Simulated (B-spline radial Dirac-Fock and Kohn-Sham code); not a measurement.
These are calculated numbers from a B-spline atomic structure program; the model is ΔSCF Dirac-Fock with Breit, self-energy and vacuum polarisation, finite nucleus, configuration average. No correlation.

Question: An atom or ion in its tabulated ground configuration has these computed binding energies (the last is its least bound level). Which is it?

```tsv
level	binding energy (eV)
1s	32142.0
2s	7116.8
2p	6711.1
```

Answer: Sn⁴¹⁺: Z = 50 with 9 electrons, [He] 2s2 2p5. The hydrogen-like estimate √(E/Ry) = 48.6 for the K level lies 1.4 below Z (screening lowers it, relativity raises it); the outermost level, at 6711.1 eV, fixes the charge.

Question: Identify the element and charge state from the binding energies below (tabulated ground configuration; the least bound level is included).

| level | binding energy (eV) |
| --- | --- |
| 2s | 13807.0 |
| 2p3/2 | 11807.2 |
| 3p3/2 | 3624.3 |
| 3d5/2 | 3139.3 |
| 4s | 1748.1 |
| 4p1/2 | 1635.9 |
| 4d | 1356.3 |

Answer: Re³²⁺: Z = 75 with 43 electrons, [Kr] 4d7.

Question: Identify the element and charge state from the binding energies below (tabulated ground configuration; the least bound level is included).

```csv
level,binding energy (eV)
1s,38079.8
2s,7749.2
2p1/2,7406.8
2p3/2,7052.0
3s,2907.1
3p1/2,2768.8
3p3/2,2683.7
```

Answer: Cs³⁷⁺: Z = 55 with 18 electrons, [Ne] 3s2 3p6. The hydrogen-like estimate √(E/Ry) = 52.9 for the K level lies 2.1 below Z (screening lowers it, relativity raises it); the outermost level, at 2683.7 eV, fixes the charge.
